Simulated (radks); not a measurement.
Results of a calculation; reference values are marked as such.
All-electron atom: Ru XXVIII in [Ne] 3s2 3p5. Level of theory: Dirac Kohn-Sham, exchange-only PBE, spin-unpolarised, spherical densities, finite nucleus; open shells fill j = l - 1/2 first; Fermi nuclear charge, rms radius 4.4809 fm (a radial shooting solver on a logarithmic mesh with Libxc functionals).

Spin-orbit splittings of the eigenvalues, e(l+1/2) - e(l-1/2), with zeta = 2 splitting/(2l+1) and mean radii in bohr:

shell  occ.  splitting (eV)  zeta (eV)  <r> j=l-1/2  <r> j=l+1/2
2p        6           133.1      88.76       0.1223       0.1269
3p        5           30.32      20.22       0.3466       0.3540
3d        0           6.821      2.729       0.3128       0.3150
